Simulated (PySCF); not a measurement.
# Mass spectrum arithmetic for `C[C@@H](F)[Si@H](C)CC(Cl)Cl`

Species: `C[C@@H](F)[Si@H](C)CC(Cl)Cl`.

Calculated from tabulated atomic weights, isotope masses and abundances; no fragmentation.

(1) What are the average molar mass and the monoisotopic mass?

(2) Work out the cluster of the molecular ion M+•, one line a nominal mass.

(3) Which singly substituted isotopologues are there?

(4) What share of all molecules is the monoisotopic species?

(5) Count the protons, neutrons and electrons of the monoisotopic species, and give its exact less its nominal mass.

(6) What resolving power m/Δm just matches the spacing of the species with one 29Si and with one 13C?

Results:

(1) For C5H11Cl2FSi, with standard atomic weights, 5 × 12.011 + 1 × 18.998 + 1 × 28.085 + 2 × 35.450 + 11 × 1.008 = 189.126 g/mol. From the most abundant isotopes (12C, 19F, 28Si, 35Cl, 1H), 5 × 12.000000 + 1 × 18.998403 + 1 × 27.976927 + 2 × 34.968853 + 11 × 1.007825 = 187.9991 u.

(2) 
```
nominal mass  m/z (centroid)  relative intensity
         188        187.9986               100.0
         189        189.0001                10.6
         190        189.9956                67.7
         191        190.9972                 7.0
         192        191.9928                12.6
         193        192.9944                 1.2
         194        193.9904                 0.4
```

Lines under 0.1 % of the tallest are left out. One electron mass, 0.00055 u, is taken off.

(3) Intensity in % of the monoisotopic species:

```csv
isotope,mass shift (u),m/z,intensity (%)
29Si,+0.99957,188.9981,5.08
13C,+1.00335,189.0019,5.41
2H,+1.00628,189.0048,0.13
30Si,+1.99684,189.9954,3.35
37Cl,+1.99705,189.9956,63.92
```

Species under 0.02 % are left out.

(4) 0.9893^5 × 1 × 0.922297 × 0.7578^2 × 0.999885^11 = 50.13 %.

(5) 98 protons, 90 neutrons and 98 electrons; 187.9991 − 188 = -0.0009 u.

(6) They lie 0.00379 u apart at mass 189.00, so m/Δm is about 50000.
